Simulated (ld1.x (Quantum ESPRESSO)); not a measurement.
**Varying the TM potential for Xe (Z = 54)**

Base potential:

ld1.x (Quantum ESPRESSO) 7.5 input, shortened:

```
&input
   title='Xe', zed=54., rel=1, dft='PBE', iswitch=3,
   config='[Kr] 4d10 5s2 5p6'
 /
 &inputp
   pseudotype=2, tm=.true., lloc=-1, rcloc=1.05,
   nlcc=.true., new_core_ps=.true., rcore=1.20
 /
3
5S  1  0   2.00   0.00  1.25  1.25  0.0
5P  2  1   6.00   0.00  1.40  1.40  0.0
4D  3  2  10.00   0.00  1.25  1.25  0.0
 &test
   configts(1)='4d10 5s2 5p6'
 /
```

Cutoffs, loose and tight: the cutoffs (Ry, on a coarse ladder) from which the occupation-weighted sum of valence levels, in a spherical-Bessel basis at the reference potential, stays within 10 and 1 mRy of its value at 400 Ry. They do not see the model core or the augmentation charge, which bear on the density cutoff. Test errors are all-electron minus pseudo excitation energies from the reference, over the configurations 4d10 5s2 5p5; 4d10 5s2 5p4; 4d10 5s2 5p3; 4d10 5s1 5p6; 4d9 5s2 5p6; 4d10 5s2 5p2; 4d10 5s2 5p5.5. A dash means not determined; rows that change the core or the reference have their own tests. The largest error is taken over the tests solved by every variant that gives reliable tests at all: 4d10 5s1 5p6; 4d10 5s2 5p2; 4d10 5s2 5p3; 4d10 5s2 5p4; 4d10 5s2 5p5; 4d10 5s2 5p5.5.

A true bound ghost makes a file unfit for plane-wave use even where its test errors are small: the radial tests pick states by their node count and pass the ghost by. Where a test does run into it, the solver fails or the error is huge.

| change | outcome | cutoff, loose | cutoff, tight | bound ghosts | largest test error (meV) |
| --- | --- | --- | --- | --- | --- |
| base | generated | 160 Ry | 260 Ry | s, p | -57 |
| wave 4d (bound): rc 1.25 bohr becomes 4d (bound): rc 1.18 bohr | generated | 160 Ry | 260 Ry | s, p | -57 |
| reference 4d10 5s2 5p5.5 | generated | 160 Ry | 260 Ry | s, p | -501 |
| functional PBEsol | generated | 160 Ry | 260 Ry | s, p | -60 |
| local potential all-electron potential smoothed inside 0.58 bohr (lloc = -1) | generated | 160 Ry | 260 Ry | s, p | +175 |
| wave 5p (bound): rc 1.40 bohr becomes 5p (bound): rc 1.90 bohr | generated | 140 Ry | 260 Ry | s, p | +19 |
| core correction Bessel-smoothed model core inside 0.86 bohr | generated | 160 Ry | 260 Ry | s, p | -57 |

Question: What comes out with this change to the base: all radii but the core radius scaled by about 1.09 (s 1.36, p 1.54, d 1.36 bohr); local potential all-electron potential smoothed inside 1.16 bohr (lloc = -1)?

Answer: outcome: generated; cutoff, loose: 120 Ry; cutoff, tight: 200 Ry; bound ghosts: s, p; largest test error (meV): -29.

Question: What comes out with this change to the base: core [Kr] 4d10, valence charge 8; reference 5s2 5p5.75; waves now 5s (bound): rc 1.55 bohr; 5p (bound): rc 1.80 bohr; local potential all-electron potential smoothed inside 1.80 bohr (lloc = -1); core correction a·sin(br)/r model core, default radius (core density twice the valence density)?

Answer: outcome: generated; cutoff, loose: 35 Ry; cutoff, tight: 70 Ry; bound ghosts: d; largest test error (meV): +69.

Question: What comes out with this change to the base: local potential the s channel?

Answer: outcome: generated; cutoff, loose: 160 Ry; cutoff, tight: 260 Ry; bound ghosts: p; largest test error (meV): +65.
